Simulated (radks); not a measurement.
Values are calculated unless marked as measured or tabulated.
Question: Species: Se. Configuration: [Ar] 3d10 4s2 4p3 6f1 (not the ground configuration). Level of theory: Dirac Kohn-Sham, PBEsol, spin-unpolarised, spherical densities, point nucleus; open shells fill j = l - 1/2 first (a radial shooting solver on a logarithmic mesh with Libxc functionals).

Spin-orbit splittings of the eigenvalues, e(l+1/2) - e(l-1/2), with zeta = 2 splitting/(2l+1) and mean radii in bohr:

shell  occ.  splitting (eV)  zeta (eV)  <r> j=l-1/2  <r> j=l+1/2
2p        6           41.71      27.81       0.1686       0.1724
3p        6           5.875      3.917       0.5827       0.5933
3d       10               ?          ?       0.6276       0.6320
4p        3          0.4451     0.2968        2.094        2.131

Estimate the 3d splitting.

Answer: 0.8958 eV (zeta = 0.3583 eV).
